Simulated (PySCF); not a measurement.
These are PBE0-D4/def2-TZVP (PySCF) values and carry that method's errors. All species are isolated molecules in the gas phase. One relaxed conformer stands for a flexible species; it need not be the lowest. Delta-SCF ions had no search for a lower state. Excitations are Tamm–Dancoff values on a coarser integration grid. The basis has no diffuse functions, so Rydberg states are missing or too high.

Reference species (SMILES): `[OH][Al]([OH])[Br]` (H–O–Al–Br torsion 0°, Br–Al–O–H torsion -180°) (neutral, multiplicity 1).

| Item | Result |
|---|---|
| LUMO | -0.78 eV |
| vertical ionisation energy (Delta-SCF) | 11.07 eV |
| HOMO | -8.64 eV |
| T1 excitation (TDA) | 6.25 eV |

Changed species: `[Br][Al]([Br])[Br]` (0 of 3 Br replaced by OH; the reference has 2 of 3 Br replaced by OH).

Task: Predict the effect on the LUMO, vertical ionisation energy (Delta-SCF), HOMO and T1 excitation (TDA).

Result: the LUMO falls by 0.77 eV, to -1.55 eV; the vertical ionisation energy (Delta-SCF) falls by 0.55 eV, to 10.52 eV; the HOMO is nearly the same; the T1 excitation (TDA) falls by 0.74 eV, to 5.51 eV.
